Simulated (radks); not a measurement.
Excited configurations of the neodymium ion Nd+: one electron is placed in a higher orbital outside [Xe] 4f4. The ground configuration is [Xe] 4f4 6s1. Calculated with a radial shooting solver on a logarithmic mesh with Libxc functionals: Dirac Kohn-Sham, PBE, spin-unpolarised, spherical densities, point nucleus; open shells fill j = l - 1/2 first. Excitation = E - E(ground); binding = E(ion) - E, where the ion is the core of charge +2; n* = 2/sqrt(2 binding) in atomic units, and the quantum defect is n - n*.

\begin{tabular}{lrrrrr}
outer orbital & excitation (eV) & binding (eV) & n* & eigenvalue (eV) & <r> (bohr) \\ \hline
5d3/2 & 0.973 & 9.804 & 2.356 & -6.185 & 3.004 \\
5f5/2 & 7.273 & 3.504 & 3.941 & -2.486 & 8.707 \\
6p1/2 & 2.766 & 8.011 & 2.606 & -5.989 & 4.910 \\
6d3/2 & 6.120 & 4.657 & 3.419 & -3.495 & 7.665 \\
6f5/2 & 8.410 & 2.367 & 4.795 & -1.790 & 14.83 \\
7s1/2 & 5.513 & 5.264 & 3.216 & -4.169 & 8.095 \\
7p1/2 & 6.463 & 4.314 & 3.552 & -3.379 & 9.450 \\
7d3/2 & 7.906 & 2.871 & 4.354 & -2.240 & 13.40 \\
7f5/2 & 9.087 & 1.690 & 5.675 & -1.326 & 22.30 \\
\end{tabular}

The Delta-SCF ionisation energy is 10.777 eV (NIST Atomic Spectra Database: 10.78 eV, semi-empirical). Self-interaction in the functional shifts the binding energies and quantum defects, so they are the method's values and not measured ones. Spin polarisation and multiplet splitting are left out, so open shells lie too high by an amount that depends on their filling.

Beside tabulated values, note that spin-unpolarised runs miss the spin-polarisation part of the exchange energy of open shells.
